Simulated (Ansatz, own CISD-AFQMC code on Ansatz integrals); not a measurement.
H5NSi2, SMILES `N[SiH]=[SiH2]` (charge 0, multiplicity 1).

Cartesian coordinates (Å):
SMILES: N[SiH]=[SiH2]
```xyz
8

N      1.5565    -0.4165     0.3018
Si     0.2043     0.2242    -0.4867
Si    -1.8132     0.5874     0.3756
H      2.5071    -0.2101     0.0450
H      1.4860    -1.0252     1.1002
H      0.7664     1.0414    -1.5984
H     -2.0834    -0.6735     1.1457
H     -2.6237     0.4723    -0.8832
```
Charge 0, multiplicity 1.

Frozen-core correlation energies in cc-pVDZ at a geometry from PBE0-D3(BJ)/def2-TZVP, on an HF energy of -635.17772 Ha (<S^2> = 0.00, restricted and unstable towards unrestricted orbitals). Wave-function levels are from Ansatz, the walk from an own CISD-AFQMC code on Ansatz integrals (time step 0.005/Ha, trial state from CCSD amplitudes, largest double 0.14).

```json
[
 {"level": "MP2", "correlation energy (mHa)": "-369.6"},
 {"level": "CCSD", "correlation energy (mHa)": "-416.0"},
 {"level": "CCSD(T)", "correlation energy (mHa)": "-430.0"}
]
```

**Question.** What correlation energy does phaseless AFQMC give, and where does it lie among these levels?

**Answer.** -432.8 ± 0.4 mHa (one standard error). AFQMC minus each level: MP2 -63.2 mHa, CCSD -16.8 mHa, CCSD(T) -2.8 mHa.
